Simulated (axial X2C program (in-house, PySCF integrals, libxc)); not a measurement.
Curves of CeSH from open-shell CI on f1 s1 d(πδ)1

Computed with an in-house all-electron X2C program for linear molecules (integrals from PySCF): two-component X2C with atomic mean-field Coulomb and Gaunt terms, basis Ce dyall-v3z, S dyall-av3z, H dyall-v3z (cores contracted in-house). Orbitals come from Hartree–Fock averaged over the configuration Ce f1 s1 d(πδ)1; CI then distributes these electrons over the f, s, d(πδ) shells of Ce.

Scan along the Ce–S bond with SH moving as one mass, its bond held at 1.340 Å; masses Ce 139.905 u, S 31.972 u, H 1.008 u. Energies in cm⁻¹ from the lowest point; levels are followed by energy order within each Ω. Lowest level at 2.664 Å: 100% f1 s1 d(πδ)1.

```json
{"R (Å)": "2.478", "(1)Ω=7/2": "1241", "(1)Ω=9/2": "1925", "(1)Ω=1/2": "2198", "(1)Ω=5/2": "2054", "(1)Ω=3/2": "2249", "(2)Ω=1/2": "2475", "(2)Ω=3/2": "2562", "(2)Ω=5/2": "2511", "(2)Ω=7/2": "2707"}
{"R (Å)": "2.571", "(1)Ω=7/2": "217", "(1)Ω=9/2": "905", "(1)Ω=1/2": "1188", "(1)Ω=5/2": "1148", "(1)Ω=3/2": "1303", "(2)Ω=1/2": "1468", "(2)Ω=3/2": "1630", "(2)Ω=5/2": "1634", "(2)Ω=7/2": "1750"}
{"R (Å)": "2.664", "(1)Ω=7/2": "0", "(1)Ω=9/2": "686", "(1)Ω=1/2": "956", "(1)Ω=5/2": "987", "(1)Ω=3/2": "1114", "(2)Ω=1/2": "1244", "(2)Ω=3/2": "1448", "(2)Ω=5/2": "1494", "(2)Ω=7/2": "1552"}
{"R (Å)": "2.771", "(1)Ω=7/2": "456", "(1)Ω=9/2": "1131", "(1)Ω=1/2": "1378", "(1)Ω=5/2": "1469", "(1)Ω=3/2": "1563", "(2)Ω=1/2": "1674", "(2)Ω=3/2": "1908", "(2)Ω=5/2": "1984", "(2)Ω=7/2": "1997"}
{"R (Å)": "2.877", "(1)Ω=7/2": "1411", "(1)Ω=9/2": "2066", "(1)Ω=1/2": "2289", "(1)Ω=5/2": "2423", "(1)Ω=3/2": "2487", "(2)Ω=1/2": "2592", "(2)Ω=3/2": "2843", "(2)Ω=5/2": "2935", "(2)Ω=7/2": "2920"}
{"R (Å)": "2.997", "(1)Ω=7/2": "2866", "(1)Ω=9/2": "3489", "(1)Ω=1/2": "3690", "(1)Ω=5/2": "3859", "(1)Ω=3/2": "3895", "(2)Ω=1/2": "3998", "(2)Ω=3/2": "4260", "(2)Ω=5/2": "4362", "(2)Ω=7/2": "4326"}
{"R (Å)": "3.144", "(1)Ω=7/2": "4935", "(1)Ω=9/2": "5505", "(1)Ω=1/2": "5693", "(1)Ω=5/2": "5890", "(1)Ω=3/2": "5900", "(2)Ω=1/2": "6005", "(2)Ω=3/2": "6271", "(2)Ω=5/2": "6378", "(2)Ω=7/2": "6328"}
```

Q: Fit the curves (1)Ω=7/2, (1)Ω=9/2, (1)Ω=1/2, (1)Ω=5/2, (1)Ω=3/2, (2)Ω=1/2, (2)Ω=3/2, (2)Ω=5/2, (2)Ω=7/2 near their minima.

A: From the open-shell CI curves, Te from the lowest:

```
   level  Te (cm⁻¹)  Re (Å)  ωe (cm⁻¹)
(1)Ω=7/2          0   2.647      298.8
(1)Ω=9/2        687   2.648      296.9
(1)Ω=1/2        960   2.651      293.1
(1)Ω=5/2        979   2.640      293.6
(1)Ω=3/2       1112   2.645      291.5
(2)Ω=1/2       1246   2.649      293.8
(2)Ω=3/2       1444   2.644      292.6
(2)Ω=5/2       1481   2.638      291.8
(2)Ω=7/2       1551   2.646      292.3
```

Without dynamic correlation distances can be off by several hundredths of an Å (long for ionic bonds, short for multiple bonds) and the wavenumbers are rough.

The 9 lowest curves are shown; the next is (2)Ω=9/2, from 1672 cm⁻¹.

There is no dynamic correlation: spin–orbit spacings and, for f shells, spacings inside one term are the most reliable numbers, splittings between terms come out too wide, and energies between configurations are not reliable, so the lowest level need not be the ground state of the molecule. At most 4 roots were kept for each Ω > 0 (twice that for Ω = 0) within 2.2 eV of the lowest, so higher up levels can be missing between those listed; levels with Ω > 0 are doubly degenerate and listed once, Ω = 0 levels singly. Some active spinors are only partly of the character that their shell is named for, so the shell names and counts are nominal. The molecule was held linear; bending was not examined. Hydrosulfides and their kin are strongly bent in nature, so this linear model does not describe the real molecule.
